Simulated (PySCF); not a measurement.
**Continuum solvent and chemical shifts**

Geometry:
```csv
atom,x (Å),y (Å),z (Å)
O1,-0.918,-1.451,1.451
S2,-1.468,-0.753,0.307
O3,-2.114,-1.463,-0.784
O4,-2.553,0.315,0.881
C5,-0.205,0.330,-0.344
C6,0.989,-0.550,-0.806
Si7,1.897,-0.054,0.797
C8,0.436,1.170,0.789
H9,-3.313,0.288,0.280
H10,-0.713,0.895,-1.142
H11,1.459,-0.111,-1.699
H12,0.741,-1.596,-1.035
H13,1.955,-1.055,1.894
H14,3.250,0.554,0.609
H15,0.732,2.158,0.405
H16,-0.194,1.321,1.676
```

GIAO PBE0/pcSseg-1 in PySCF 2.14.0 with density-fitted response routines on one PBE0-D3(BJ)/def2-SVP conformer, non-relativistic, equivalent nuclei averaged. Solvents enter as an IEF-PCM continuum (acetone with ε = 20.5, water with ε = 78.4) around the gas-phase geometry. Shifts are referred to CS2, TMS computed in the same medium.

Gas phase, δ in ppm: S2 346.3, C5 65.5, C6/C8 12.4, Si7 -20.0, H13 5.12, H14 4.85, H9 4.22, H10 3.72, H11/H15 1.76, H12/H16 1.65. Dipole moment 3.72 D.

**Question.** How does each δ change in the continuum?

**Answer.** 
| atoms | environment | Δδ, acetone | Δδ, water |
| --- | --- | --- | --- |
| S2 | sulfonyl sulfur | +5.5 | +5.9 |
| C5 | sp3 CH bonded to S | +2.1 | +2.3 |
| C6/C8 | sp3 CH2 bonded to Si | +0.7 | +0.7 |
| Si7 | silicon bonded to 2 C, 2 H, in a 4-membered ring | +0.9 | +1.0 |
| H13 | hydrogen on a silicon bonded to 2 C, in a 4-membered ring | -0.23 | -0.25 |
| H14 | hydrogen on a silicon bonded to 2 C, in a 4-membered ring | -0.02 | -0.02 |
| H9 | hydrogen on an oxygen bonded to S | +1.05 | +1.12 |
| H10 | hydrogen on an sp3 CH bonded to S | +0.44 | +0.48 |
| H11/H15 | hydrogen on an sp3 CH2 bonded to Si | +0.35 | +0.38 |
| H12/H16 | hydrogen on an sp3 CH2 bonded to Si | -0.09 | -0.10 |

Changes are relative to the gas phase. The dipole moment becomes 4.88 D in acetone, 4.97 D in water.

**Question.** Which of the listed nuclei move most (in ppm), and what does the model miss? (N and O are left out, as their reference compounds move with the solvent too.)

**Answer.** S2 (sulfonyl sulfur, +5.9 ppm) in water. A continuum only polarises the solute; specific hydrogen bonds, the anisotropy of aromatic solvents and changes of geometry or conformer are outside it.
